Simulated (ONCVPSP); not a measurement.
# PBEsol ONCV dataset for Ag, fully relativistic all-electron reference.

```json
{"Element": "Ag", "Generator": "ONCVPSP 4.0.1", "Type": "optimised norm-conserving Vanderbilt (ONCV)", "Functional": "PBEsol", "Relativity": "fully relativistic", "Frozen core": "[Ar] 3d10", "Valence charge": "19", "Reference configuration": "4s2 4p6 4d10 5s1", "Partial waves": "4s+5s: rc 1.45 bohr, ncon 3, nbas 7, qcut 5.8 1/bohr, 3 projectors, debl 2.5 Ha; 4p: rc 1.55 bohr, ncon 4, nbas 7, qcut 9.7 1/bohr, 2 projectors, debl 2.9 Ha; 4d: rc 1.90 bohr, ncon 4, nbas 8, qcut 7.5 1/bohr, 2 projectors, debl 2.8 Ha", "Local potential": "polynomial inside 1.20 bohr (lpopt 5, dvloc0 -1 Ha)", "Core correction": "polynomial model core, fcfact 0.35"}
```

Open shells are filled in proportion to 2j + 1.

Poles of the logarithmic derivatives, all-electron (AE) and pseudo (PS). s: poles at -2.9 (AE) and -2.9 (PS) Ha. p3/2: poles at -1.5 (AE) and -1.5 (PS) Ha. p1/2: poles at -1.7 (AE) and -1.7 (PS) Ha. d5/2: poles at 0.2 (AE) and 0.2 (PS) Ha. d3/2: poles at 0.2 (AE) and 0.2 (PS) Ha. Test radii: s 1.47, p3/2 1.57, p1/2 1.57, d5/2 1.93, d3/2 1.93 bohr.

- Cutoffs needed: 23 Ha and 63 Ha (the cutoffs (Ha) at which the residual kinetic energy of the hardest occupied pseudo-wave falls to 1 and 0.1 mHa per electron)
- Ghost test: no bound ghost flagged; GHOST(+) flagged for s at 421.8 eV
- Largest excitation error: +39 meV (all-electron minus pseudo) for 4s2 4p6 4d8 5s0, out of 4 test configurations
- rms error of d²Exc/dni dnj: 8.20 mHa without and 3.25 mHa with the model core
